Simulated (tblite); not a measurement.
Compound: C7H12F2Si.
Structure used (GFN2-xTB), in Å, numbered top down from 1:
```
atom  x, y, z in Å
C1    -2.659   -0.499   -2.234
C2    -2.027   -0.058   -1.160
C3    -1.979   -0.772    0.145
Si4   -0.253   -1.529    0.459
C5     1.035   -0.140    0.391
C6     1.999   -0.178   -0.748
F7     2.754    0.961   -0.896
C8     1.037    0.795    1.334
C9     1.897    1.994    1.539
F10    0.084    0.670    2.306
H11   -2.661    0.046   -3.162
H12   -3.213   -1.424   -2.223
H13   -1.478    0.874   -1.198
H14   -2.729   -1.562    0.169
H15   -2.207   -0.074    0.952
H16    0.080   -2.481   -0.609
H17   -0.200   -2.176    1.771
H18    2.707   -1.005   -0.617
H19    1.463   -0.317   -1.694
H20    2.950    1.723    1.507
H21    1.667    2.439    2.504
H22    1.722    2.732    0.758
```

Level: GFN2-xTB in tblite, geometry and Hessian alike; calculated harmonic values, unscaled, isolated species. Errors from tens to a few hundred cm⁻¹ against measured bands are possible. Modes of hydrogen on silicon can be 10 to 20 % off. One conformer, not necessarily the lowest. The optimisation stopped once no atom felt more than 0.01 eV/Å.

Lowest wavenumbers of the output (negative numbers stand for imaginary wavenumbers):
```
mode    cm-1
  1     -23.3
  2      30.1
  3      31.7
  4      73.5
  5      79.3
  6      97.5
  7     140.2
  8     168.4
```

Question: Is this structure a minimum?

Answer: Not by this Hessian. 1 mode is imaginary beyond 20i (23i cm⁻¹), so at this level the point lies at or near a first-order saddle. The curvature is small, so loose convergence or finite differences may be the whole cause.

Question: Which atoms move in the imaginary mode?

Answer: 23i: F7 (alkyl fluorine) 44 %. These are shares of the mass-weighted motion.

Question: What is the remedy?

Answer: Step along that mode in both directions, optimise again with tighter thresholds and repeat the frequencies. The zero-point energy of this point (104.4 kcal/mol) counts the 59 real modes alone, and thermal corrections from it aren't those of a minimum.
